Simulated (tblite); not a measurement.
C3H2Cl4OSi.
Bonds: O1–C2 (double), C2–C3 (double), C3–Cl4, C3–Si5, Si5–C6, C6–Cl7, C6–Cl8, C6–Cl9. Hydrogens: H10, H11 on Si5.

Computed with GFN2-xTB (tblite), gas phase: L-BFGS steps from a force-field or distance-geometry start until the largest atomic force falls under 0.01 eV/Å.

Step 0: E = -853.6466 eV
```
atom  x, y, z in Å  |  force x, y, z in eV/Å
O1     -1.7936    2.4009   -0.4798    0.231  -5.857   0.385
C2     -1.6798    1.1797   -0.3913   -0.638   3.794  -0.324
C3     -1.5271   -0.1383   -0.2683   -1.094   2.551  -0.609
Cl4    -2.8777   -1.2242   -0.5599    0.343   0.303   0.100
Si5     0.0750   -0.9070    0.1912   -0.664  -2.542   0.302
C6      1.4784    0.2930    0.1591    1.630   0.878   0.128
Cl7     0.9886    1.9771   -0.0895    0.490  -0.147   0.191
Cl8     2.3767    0.0869    1.7073   -0.158   0.331  -0.169
Cl9     2.6350   -0.1843   -1.1124   -0.084   0.185  -0.075
H10    -0.0944   -1.4595    1.5494    0.086   0.132  -0.120
H11     0.4244   -2.0216   -0.7317   -0.143   0.371   0.191
```

Step 1: E = -853.7194 eV
```
atom  x, y, z in Å  |  force x, y, z in eV/Å
O1     -1.7903    2.3172   -0.4743   -1.032   8.161  -0.625
C2     -1.6889    1.2339   -0.3959    0.579 -10.626   0.688
C3     -1.5428   -0.1018   -0.2770    0.095   2.217  -0.254
Cl4    -2.8728   -1.2198   -0.5585    0.165   0.373   0.047
Si5     0.0655   -0.9433    0.1955   -0.912  -0.608  -0.092
C6      1.5016    0.3055    0.1609    0.501  -0.075   0.129
Cl7     0.9956    1.9750   -0.0868    0.500   0.010   0.169
Cl8     2.3744    0.0916    1.7049   -0.003   0.355  -0.011
Cl9     2.6338   -0.1816   -1.1135    0.068   0.190  -0.176
H10    -0.0932   -1.4577    1.5477    0.067  -0.028   0.176
H11     0.4224   -2.0163   -0.7290   -0.029   0.031  -0.051
```

Q: Estimate the geometry and energy of step 2. (The exact step hangs on the optimiser's Hessian estimate; all steps are aligned on step 1, rigid shifts and turns removed.)

A: E = -854.0144 eV, largest force 3.462 eV/Å
```
atom  x, y, z in Å  |  force x, y, z in eV/Å
O1     -1.7962    2.3462   -0.4768   -0.096  -1.434   0.070
C2     -1.6878    1.1798   -0.3928   -0.735   3.364  -0.362
C3     -1.5468   -0.0763   -0.2813    0.401  -2.205   0.105
Cl4    -2.8703   -1.2161   -0.5577    0.258   0.322   0.070
Si5     0.0567   -0.9581    0.1962   -0.464  -0.101  -0.067
C6      1.5119    0.3088    0.1623    0.081  -0.326   0.100
Cl7     1.0010    1.9744   -0.0849    0.438   0.081   0.150
Cl8     2.3737    0.0954    1.7041    0.068   0.308   0.077
Cl9     2.6339   -0.1796   -1.1149    0.132   0.139  -0.215
H10    -0.0924   -1.4573    1.5483   -0.026  -0.053   0.262
H11     0.4216   -2.0145   -0.7285   -0.056  -0.095  -0.190
```

The energy changes by -0.2950 eV. The first-order estimate −F·Δx gives -0.9083 eV and the mean of the old and new forces, exact on a quadratic surface, -0.3182 eV. The step makes an angle of 21° with the force vector and moves no atom by more than 0.054 Å.

The cost below is that of the whole relaxation. Hardware: one thread of an Arm Neoverse V2, no GPU, shared host with 32 logical CPUs at a one-minute load of 24. Cost: 0.81 s.
